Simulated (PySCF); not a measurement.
## CsBi and its ions

PBE0; PySCF, scalar-relativistic core potentials, basis sets Cs def2-SVPD with ECP46, Bi def2-SVPD with ECP60. Neutral (UKS): triplet (π ↑↑), Re = 3.736 Å, ωe = 78.0 cm⁻¹, De = 1.05 eV, HOMO -3.26 eV, LUMO -1.32 eV.

CsBi⁺ (UKS): quartet (σ ↑, π ↑↑), Re = 4.286 Å, ωe = 30.5 cm⁻¹. The energies at the minima are -234.79220 hartree for CsBi and -234.61567 for CsBi⁺.

(1) Work out the adiabatic ionisation energy, without and with harmonic zero-point energies (1 hartree = 27.2114 eV, 1 eV = 8065.5 cm⁻¹), and the change of the bond length.

These are scalar-relativistic numbers at best; spin–orbit coupling would shift them, the dissociation energy most. States were picked by a PBE0 search and need not be the measured ground states.

Results:

(1) At PBE0: 0.17653 hartree = 4.804 eV between the minima; the zero-point term (30.5 − 78.0)/2 cm⁻¹ = -0.003 eV makes it 4.801 eV. Re changes by +55.0 pm against the neutral. The electron leaves a σ orbital, and the ion is left as a loose complex of an ion and an atom.
